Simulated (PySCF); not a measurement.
## Yb(II) with different ligands

Computed with PySCF 2.14.0, PBE0, def2-SVP on the ligands, density fitting, scalar-relativistic core potentials, no spin-orbit coupling, vacuum. The metal has lcecp-0-SVP with ECP60. Each complex is relaxed within the symmetry of a template of the same shape. Distances are means of the shortest metal–ligand contacts, charges and spins Mulliken's; removal energies are rigid, with the ligand's formal charge and no counterpoise, so too large; for an anion taken off a cation in vacuum most of it is the attraction of opposite charges, and multiply charged cations can part far more cheaply with an electron moved from ligand to metal. lcecp potentials hold a fixed number of 4f electrons in the core, out of states, spins and gaps.

```
        complex    point group  M–first ligand (Å)  charge on M (e)  removal of one first-named ligand (eV)  strongest infrared band, degenerate modes summed (cm⁻¹)  unstable modes (below −25 cm⁻¹)
  [YbCl3(H2O)]−             Cs               2.678             0.45                                    4.37                                                      743                                0
   [YbF3(NH3)]−            C3v               2.177             0.64                                    4.86                                                      413                                0
   [YbH3(NH3)]−             Cs               2.282            -0.13                                    3.89                                                      497                                0
   [YbF3(H2O)]−             C1               2.190             0.73                                    5.42                                                     2826                                0
  [YbCl3(NH3)]−            C3v               2.669             0.36                                    3.80                                                     1076                                0
[Yb(OH)3(H2O)]−  C1, nearly Cs               2.228             0.52                                    5.44                                                     3290                                0
```

**Question.** A further member has point group Cs, M–first ligand (Å) 2.270, charge on M (e) -0.07, removal of one first-named ligand (eV) 4.27, strongest infrared band, degenerate modes summed (cm⁻¹) 547, unstable modes (below −25 cm⁻¹) 0. Which complex is it?

**Answer.** [YbH3(H2O)]−. This is one of several that fit.

Moved off a saddle point of the template and relaxed again: [YbCl3(H2O)]−, [YbH3(NH3)]−, [YbF3(H2O)]−. One start shape was tried for each, so a minimum needn't be the lowest isomer.
